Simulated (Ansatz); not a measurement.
Br2H2Si, SMILES `Br[SiH2]Br`, 5 atoms. Total charge 0; spin multiplicity 1. Correlated methods include outer-core shells of Br, which these sets cover unevenly. Scalar relativity is left out up to krypton. All runs use 4 threads of an Arm Neoverse V1 on a shared host. Correlated methods freeze the cores. Open-shell runs search over several starts.

(1) How many basis functions does each run have, and how long does it take in Ansatz? RHF-MP2/def2-QZVPP energy; RKS PBE0-D4/def2-SVP energy; UHF-CCSD(T)/def2-TZVPP energy of the cation; RHF-CCSD(T)/def2-SVP energy; RKS PBE0-D4/def2-QZVPP energy; UKS ωB97M-V/def2-TZVPP energy of the cation; RKS r2SCAN-D4/def2-TZVPP energy and forces; UKS r2SCAN-D4/def2-TZVPP energy of the cation; UKS B2PLYP (frozen core)/def2-TZVPP energy of the cation; UKS B3LYP-D4/def2-TZVPP energy of the cation; UHF-MP2/def2-QZVPP energy of the cation; RHF-CCSD(T)/def2-TZVPP energy. (Best estimate.)

Results:

(1) Computed: Other jobs shared the machine, so times are rough.

```tsv
level	job	functions	wall time	peak host memory (GiB)
RKS PBE0-D4/def2-SVP	energy	92	0.95 s	0.19
RHF-CCSD(T)/def2-SVP	energy	92	1.8 s	0.24
RKS r2SCAN-D4/def2-TZVPP	energy and forces	166	3.3 s	0.24
RKS PBE0-D4/def2-QZVPP	energy	308	5.5 s	1.1
RHF-MP2/def2-QZVPP	energy	308	9.5 s	1.2
RHF-CCSD(T)/def2-TZVPP	energy	166	14 s	0.93
UKS B2PLYP (frozen core)/def2-TZVPP	energy of the cation	166	31 s	0.64
UKS B3LYP-D4/def2-TZVPP	energy of the cation	166	35 s	1.1
UKS r2SCAN-D4/def2-TZVPP	energy of the cation	166	46 s	0.51
UHF-CCSD(T)/def2-TZVPP	energy of the cation	166	95 s	2.2
UHF-MP2/def2-QZVPP	energy of the cation	308	2.6 min	1.7
UKS ωB97M-V/def2-TZVPP	energy of the cation	166	3.1 min	1.2
```

B3LYP here is the variant with VWN-RPA as its local correlation; programs differ in this.
